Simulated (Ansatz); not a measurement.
Ansatz (an electronic-structure program) input:

Ansatz 0.2 input:
```yaml
crystal:
  periodic: [false, false, false]
  atoms:
    - {symbol: C, position_ang: [2.65482464, 0.60617953, -0.46869820]}
    - {symbol: C, position_ang: [1.45565457, -0.21464940, -0.00400056]}
    - {symbol: C, position_ang: [0.13425509, 0.50211657, -0.24165901]}
    - {symbol: C, position_ang: [-1.09223806, -0.27319619, 0.20229246]}
    - {symbol: O, position_ang: [-1.01330587, -1.37383477, 0.69692754]}
    - {symbol: C, position_ang: [-2.42672820, 0.40880534, -0.00796481]}
    - {symbol: H, position_ang: [2.71042546, 1.56197940, 0.05852821]}
    - {symbol: H, position_ang: [2.59713841, 0.82325721, -1.53835334]}
    - {symbol: H, position_ang: [3.59033933, 0.07405965, -0.28890987]}
    - {symbol: H, position_ang: [1.43588541, -1.17777545, -0.51803410]}
    - {symbol: H, position_ang: [1.54791934, -0.44862058, 1.05858876]}
    - {symbol: H, position_ang: [0.00795939, 0.74407910, -1.30409680]}
    - {symbol: H, position_ang: [0.11909622, 1.47198759, 0.27046283]}
    - {symbol: H, position_ang: [-2.56761132, 0.64777003, -1.06495225]}
    - {symbol: H, position_ang: [-2.45658009, 1.35495021, 0.53820845]}
    - {symbol: H, position_ang: [-3.23273324, -0.23654398, 0.33331869]}
basis:
  gaussian:
    orbitals: cc-pVTZ-DK
magnetization: {spin_polarized: false}
correlation: {method: ccsd_t, electrons: outside_noble_gas}
```

**Question.** Predict the final energy.

**Answer.** -271.44184 Eh (X2C-CCSD(T)/cc-pVTZ-DK). The basis has 320 functions.
